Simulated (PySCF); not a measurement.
## MF for M along the fourth-period p block

PBE0 with double-zeta basis sets in PySCF, for the lowest determinant that a PBE0 search found; no spin–orbit coupling. De refers to high-spin ground-configuration atoms. A positive dipole means M(−)F(+).

```
 M     basis  state (unpaired electrons)  Re (Å)  ωe (cm⁻¹)  De (eV)  μ (D)
Ga  def2-SVP      singlet (closed shell)   1.779        658     5.93  -1.88
Ge  def2-SVP               doublet (π ↑)   1.757        689     5.13  -1.78
As  def2-SVP              triplet (π ↑↑)   1.750        705     4.05  -1.75
Se  def2-SVP               doublet (π ↑)   1.751        708     3.28  -1.62
Br  def2-SVP      singlet (closed shell)   1.772        688     2.49  -1.58
```

Q: By what factor does the bond length vary along the series?

A: At PBE0 it runs from 1.750 Å (AsF) to 1.779 Å (GaF), a factor of 1.02.

The state changes along the series, so neighbouring rows are not always alike in their bonding.

States were picked by a PBE0 search and need not be the measured ground states.
